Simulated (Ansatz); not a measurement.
Reaction (hydrogenolysis of a B–B bond): `CB([SiH3])BS` + H₂ → `CB[SiH3]` + `BS`

Isolated molecules relaxed with PBE0-D4/def2-TZVP in Ansatz; ΔE leaves out vibrations. CCSD(T)/CBS is the MP2 limit (def2-TZVPP, def2-QZVPP) plus CCSD(T) − MP2 in def2-TZVPP, frozen cores. This one scheme is used for every species. Functionals use def2-TZVPP. B3LYP here is the variant with VWN-RPA as its local correlation; programs differ in this. One conformer a species, not always the lowest.

`CB([SiH3])BS`:

```xyz
13

C    -0.408    0.249   -1.641
B     0.046   -0.207   -0.216
Si    1.495    0.867    0.712
B    -0.596   -1.484    0.603
S    -2.046   -1.394    1.628
H    -1.240    0.943   -1.434
H    -0.824   -0.540   -2.271
H     0.325    0.829   -2.206
H     1.428    2.312    0.347
H     2.803    0.341    0.217
H     1.499    0.762    2.197
H    -0.100   -2.576    0.606
H    -2.384   -0.101    1.458
```

H₂:

Cartesian coordinates in Å:
```
H -0.266 0.258 0.044
H 0.266 -0.258 -0.044
```

`CB[SiH3]`:

```xyz
10

C    -0.953   -0.819    0.957
B    -0.447   -0.329   -0.423
Si    1.078    0.968   -0.683
H    -0.397   -1.764    1.100
H    -2.009   -1.098    0.987
H    -0.701   -0.190    1.813
H    -0.961   -0.773   -1.414
H     2.069    0.462   -1.676
H     1.808    1.306    0.572
H     0.513    2.238   -1.232
```

`BS`:

```xyz
5

B    -0.380    0.146   -0.412
S     1.056    0.397    0.582
H    -0.618    1.002   -1.207
H    -1.061   -0.822   -0.287
H     1.003   -0.722    1.324
```

```tsv
level	ΔE (kJ/mol)
PBE-D4	-2.0
r2SCAN-D4	-7.8
B3LYP-D4	-14.6
ωB97M-V	-20.0
r2SCAN	-10.5
SCS-MP2/def2-TZVPP	-25.4
CCSD(T)/def2-TZVPP	-19.9
HF/def2-QZVPP	-53.5
```

(1) What does CCSD(T)/CBS give? (Best estimate.)

Largest T1 diagnostic among the species: 0.015.

## Answers

(1) The calculation gave: -17.1 kJ/mol. The listed levels differ from it by 15.1, 9.3, 2.5, -2.9, 6.6, -8.3, -2.8, -36.4 kJ/mol.

The D4 term adds +13.9 kJ/mol with B3LYP and +8.1 kJ/mol with PBE0; it sums over pairs of atoms, weighted by their polarisabilities, and B3LYP, whose exchange is more repulsive, gets the larger term. From PBE to PBE0 (25 % exact exchange), in def2-TZVPP and without D4, ΔE moves by −7.1 kJ/mol. In def2-TZVPP, CCSD(T) changes the Hartree–Fock value by +33.5 kJ/mol (the triples alone add +6.4 kJ/mol) and MP2 by +36.6 kJ/mol.
